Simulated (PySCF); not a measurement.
## Telling isomers of C9H15N apart by NMR

- coordinates at the GFN2-xTB level
- NMR shieldings at PBE0/pcSseg-1/GIAO
- program: PySCF 2.14
- one averaged value for each set of equivalent atoms, non-relativistic Hamiltonian, gas phase, single conformer

References, each an isolated molecule treated in the same way: ¹H (σref 31.72) and ¹³C (σref 186.93) vs TMS. Where no couplings were computed, multiplicities follow the n + 1 count of equivalent neighbours, and m marks all less simple cases (inequivalent or close neighbours, rings, F or P nearby). Shifts are as computed. Against solution values, carbons near 30 ppm lie about +3 ppm off and those near 130 ppm about +5 ppm. Of 1211 compounds with measured shifts, 218 miss one by over three times the rms of a fit or turn the order of signals round; such compounds aren't used in these exercises.

(1) Tabulate the signals of `C1=NCC[C@H](C2CCC2)C1`, `C1=NC[C@@H](C2CCC2)CC1` and their relative energies.

(2) What is the quickest way to tell C1=NCC[C@H](C2CCC2)C1 from C1=NC[C@@H](C2CCC2)CC1?

Answers

(1) 
```json
{"SMILES": "C1=NCC[C@H](C2CCC2)C1", "carbon types": "3×CH 6×CH2", "δC": "165.1, 49.0, 41.7, 35.5, 33.3, 27.9, 26.5, 25.7, 16.6", "δH": "7.86 (m, 1H), 4.07 (m, 1H), 3.67 (m, 1H), 2.23 (m, 1H), 2.17 (m, 1H), 2.12 (m, 1H), 2.05 (m, 1H), 1.98 (m, 1H), 1.82 (m, 1H), 1.80 (m, 1H), 1.67 (m, 1H), 1.63 (m, 1H), 1.53 (m, 1H), 1.53 (m, 1H), 1.46 (m, 1H)", "E rel. (kcal/mol)": "0.0"}
{"SMILES": "C1=NC[C@@H](C2CCC2)CC1", "carbon types": "3×CH 6×CH2", "δC": "165.9, 53.2, 43.7, 33.2, 28.0, 27.8, 26.4, 22.3, 16.6", "δH": "7.97 (m, 1H), 4.01 (m, 1H), 3.70 (m, 1H), 2.38 (m, 1H), 2.25 (m, 1H), 2.09 (m, 1H), 2.01 (m, 1H), 1.95 (m, 1H), 1.88 (m, 1H), 1.85 (m, 1H), 1.70 (m, 1H), 1.70 (m, 1H), 1.68 (m, 1H), 1.53 (m, 1H), 1.27 (m, 1H)", "E rel. (kcal/mol)": "0.3"}
```

Energies are electronic energies at PBE0/pcSseg-1 on these geometries, without zero-point or thermal terms, each for the one conformer computed, which needn't be the lowest.

(2) Both give the same number of carbon signals, with the same numbers of each carbon type, so the positions decide. The first has an sp3 CH2 in a ring at 33.3 ppm, the second an sp3 CH2 bonded to N at 53.2 ppm. Their most deshielded carbons lie at 165.1 and 165.9 ppm.
